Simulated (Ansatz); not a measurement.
Ansatz (a quantum-chemistry and plane-wave program) job for F2Zn, SMILES [F][Zn][F] (connectivity only; charge and spin as stated), charge -1, multiplicity 2, PBE/def2-TZVPD. Coordinates come from a PBE0-D3(BJ)/def2-SVPD optimisation. The multiplicity is an assumed one; other spin states were not compared. The isomer is the one that the SMILES or the coordinates give; other isomers of the formula were not compared.

Ansatz 0.2 input:
```yaml
crystal:
  periodic: [false, false, false]
  atoms:
    - {symbol: Zn, position_ang: [0.00000000, 0.00000000, 0.35720370]}
    - {symbol: F, position_ang: [0.00000000, -1.61778074, -0.59533951]}
    - {symbol: F, position_ang: [0.00000000, 1.61778074, -0.59533951]}
basis:
  gaussian:
    orbitals: def2-TZVPD
hamiltonian:
  xc: {name: PBE}
total_charge: -1
magnetization: {spin_polarized: true, initial_magnetization: 1}
```

Output:

```
WARN ansatz: RAYON_NUM_THREADS=1 ignored (pool sized by the plan → 1); use --threads N
Functional definition: PBE
integrals: 0.05 GiB planned
858 factors; their error is unknown
mean field: 0.45 GiB planned
mean field evaluation 1: about -53839.6894 eV, gradient 5.2e1 eV
mean field evaluation 2: about -53821.7706 eV, gradient 1.1e2 eV
mean field evaluation 4: about -53846.4109 eV, gradient 1.4e0 eV
mean field evaluation 8: about -53846.3822 eV, gradient 6.8e-2 eV
mean field evaluation 16: about -53846.3822 eV, gradient 2.1e-5 eV
mean field -53846.38216949 eV, -1978.8180463400 hartree, gradient 1.6e-5 eV, S^2 0.751516; 0 other end points of the search recorded, 0 dependent functions left out
reference -53846.38222984 eV, -1978.8180485578 hartree; 25, 24 occupied and 106, 107 virtual orbitals, 858 factors
Total energy: -53846.38222984 eV, -1978.8180485578 hartree
```

Self-consistency was reached.

Cost: about 2.5 core-seconds (a rough figure).
